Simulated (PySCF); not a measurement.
Constitutional and geometric isomers with formula C3H4S. Gas-phase values, no solvent. One relaxed conformer stands for each flexible species; it need not be the lowest. Strings in code marks are SMILES.

Quantity: vertical ionisation energy (energy after one electron is removed minus that of the parent at the parent's geometry), in eV.

Level 1: B3LYP-D3(BJ)/def2-TZVP // PBE0-D3(BJ)/def2-TZVP (PySCF)
Level 2: PBE-D3(BJ)/def2-TZVP // PBE0-D3(BJ)/def2-TZVP (PySCF)
Level 3: PBE/6-31G* // PBE0-D3(BJ)/def2-TZVP (PySCF)
Level 4: minus the HOMO energy of SVWN5/6-31G* // PBE0-D3(BJ)/def2-TZVP (PySCF)

```tsv
species	level 1	level 2	level 3	level 4
`SC1=CC1` (H–S–C–C torsion 180°)	8.53	8.41	8.28	5.22
`SC1C=C1` (H–S–C–C torsion 152°)	8.96	8.83	8.75	5.30
`C#CCS`	9.30	9.07	8.95	5.68
`S=C1CC1`	8.45	8.33	8.25	4.92
`CC#CS`	8.63	8.48	8.35	5.19
```
